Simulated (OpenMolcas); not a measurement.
Pd4+ in a point-charge field

Pd4+ among 8 point charges of -1.2 e arranged as a cube (Oh), 2.16 Å from the ion.
```
   1.2471    1.2471    1.2471  -1.20
   1.2471    1.2471   -1.2471  -1.20
   1.2471   -1.2471    1.2471  -1.20
   1.2471   -1.2471   -1.2471  -1.20
  -1.2471    1.2471    1.2471  -1.20
  -1.2471    1.2471   -1.2471  -1.20
  -1.2471   -1.2471    1.2471  -1.20
  -1.2471   -1.2471   -1.2471  -1.20
```

```yaml
Program: OpenMolcas 26.06
Method: CASSCF
Basis: ANO-RCC-VDZP [6s5p3d1f]
Scalar_Hamiltonian: DKH2, point nucleus
Active_space: 6 electrons in 5 orbitals (4d)
State_averaging: 2S+1 = 5 even, 5 roots; 2S+1 = 3 even, 45 roots; 2S+1 = 1 even, 50 roots
Spin-orbit_coupling: state interaction with AMFI integrals over the reference wave functions
```

The lowest spin-free states (labels of O, the rotations of Oh), above the lowest:

| State | Degeneracy | E (cm-1) | Free-ion L (%) |
| --- | --- | --- | --- |
| 5E | 2 | 0.0 | D (100) |
| 5T2 | 3 | 2425 | D (100) |
| 3T1 | 3 | 20557 | H (84) |
| 3E | 2 | 21485 | H (98) |
| 3T2 | 3 | 22695 | H (87) |
| 3T1 | 3 | 22950 | H (69) |
| 3T1 | 3 | 24640 | P (36) |
| 3A2 | 1 | 24789 | F (100) |
| 3T2 | 3 | 25744 | F (82) |
| 3A1 | 1 | 26399 | G (100) |
| 3T1 | 3 | 27373 | F (50) |
| 3E | 2 | 27502 | G (96) |
| 3T1 | 3 | 27828 | G (45) |
| 3T2 | 3 | 29093 | G (94) |
| 1E | 2 | 31098 | I (93) |
| 1T2 | 3 | 31185 | I (82) |
| 1A2 | 1 | 32097 | I (100) |
| 1T2 | 3 | 32962 | G (50) |
| 1A1 | 1 | 33074 | I (64) |
| 1T1 | 3 | 33248 | I (71) |

The lowest levels with spin-orbit coupling:

```csv
E (cm-1),Degeneracy,Label,2S+1
0.0,1,A1,5
134.3,3,T1,5
251.4,2,E,5
603.1,3,T2,5
1463,1,A2,5
2797,3,T2,5
3652,3,T1,5
4086,2,E,5
4791,3,T2,5
5241,3,T1,5
5557,1,A1,5
20750,3,T2,3
21089,1,A1,3
21259,3,T1,3
21309,2,E,3
22093,3,T2,3
22410,3,T1,3
22619,3,T2,3
22712,2,E,3
22875,2,E,3
```

Powder χT (cm3 K/mol): 0.111 at 2 K, 0.553 at 10 K, 2.64 at 50 K, 3.97 at 100 K, 4.65 at 200 K, 4.85 at 300 K. The effective moment at 300 K is 2.828 √(χT) = 6.23 μB.

The lowest level has 2S+1 = 5, for which the spin-only value is χT = S(S+1) / 2 = 3.000 cm3 K/mol (g = 2). The computed 4.855 at 300 K differs by +1.855, through orbital momentum, spin-orbit coupling and any other state in reach.

An orbital doublet at a regular site is open to a Jahn-Teller distortion, which this geometry leaves out. Without dynamic correlation the repulsion within the d shell is too large (B by tens of per cent), so at a given field states of lower spin stand too high. Point charges give a weaker field than real ligands, and real ions of this kind are as a rule low spin; the high spin found here belongs to the model. The ground term spreads over less than 5000 cm-1, several times less than with real ligands, so orbital moments are less quenched and χT lies further from the spin-only value than at real sites. This is an electrostatic model: the charges have no orbitals. No measured value stands beside these numbers.
